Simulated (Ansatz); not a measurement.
Input and output for niobium pentachloride.

```yaml
crystal:
  periodic: [false, false, false]
  atoms:
    - {symbol: Cl, position_ang: [-1.079910, -0.031213, -1.901303]}
    - {symbol: Nb, position_ang: [0.083905, -0.140296, 0.044216]}
    - {symbol: Cl, position_ang: [-1.892144, -0.835942, 1.027758]}
    - {symbol: Cl, position_ang: [1.203031, -1.861912, 0.712059]}
    - {symbol: Cl, position_ang: [2.042657, 0.683492, -1.104239]}
    - {symbol: Cl, position_ang: [-0.022220, 1.922652, 1.253641]}
basis:
  gaussian: {orbitals: def2-TZVPD, point_charges: [{charge: 1.00, position_ang: [6.036, 0.884, 0.918]}]}
magnetization: {spin_polarized: true, initial_magnetization: 0}
hamiltonian: {xc: {name: r2SCAN50}, dispersion: d3bj}
output: {forces: true}
```

```sh
$ ansatz run in.yaml --threads 2 --pin off --events-out ev --progress --plain --max-ram 22528MiB --backend cpu
```

Output, abridged:

```
Warning: the engine holds no damping parameters fitted to this dispersion correction and functional, so the run takes those fitted to r2scan50 beside the three-body term, which d3bj leaves out (hamiltonian.dispersion, under Limitations)
Functional definition: r2SCAN50
2080 factors; their error is unknown
mean field evaluation 1: about -64161.8439 eV, gradient 2.9e1 eV
mean field evaluation 2: about -64129.8227 eV, gradient 9.8e1 eV
mean field evaluation 4: about -64166.1374 eV, gradient 1.8e0 eV
mean field evaluation 8: about -64166.1442 eV, gradient 4.2e-2 eV
mean field evaluation 16: about -64166.4891 eV, gradient 1.4e-4 eV
mean field -64166.48912597 eV, -2358.0749817709 hartree, gradient 3.7e-5 eV, S^2 0.000000; 0 other end points of the search recorded, 0 dependent functions left out
reference -64166.48915612 eV, -2358.0749828791 hartree; 49, 49 occupied and 221, 221 virtual orbitals, 2080 factors
Total energy: -64166.63589137 eV, -2358.0803752999 hartree
Atom 0 at    -1.079910    -0.031213    -1.901303 Å, force     0.754000    -0.196233     0.480061 eV/Å
Atom 1 at     0.083905    -0.140296     0.044216 Å, force    -2.107048     3.591963    -0.455924 eV/Å
Atom 2 at    -1.892144    -0.835942     1.027758 Å, force     0.936249     0.195224    -0.091790 eV/Å
Atom 3 at     1.203031    -1.861912     0.712059 Å, force     0.817653    -1.417949     0.538221 eV/Å
Atom 4 at     2.042657     0.683492    -1.104239 Å, force    -0.579435    -0.276651     0.523975 eV/Å
Atom 5 at    -0.022220     1.922652     1.253641 Å, force     0.293080    -1.915860    -0.922401 eV/Å
Dipole moment:    -0.504186    -0.436741     0.051660 e Å
```

It took 40 s on 2 threads of an AMD EPYC 7R13 on a shared host, with 1.8 GiB of host memory at the peak.
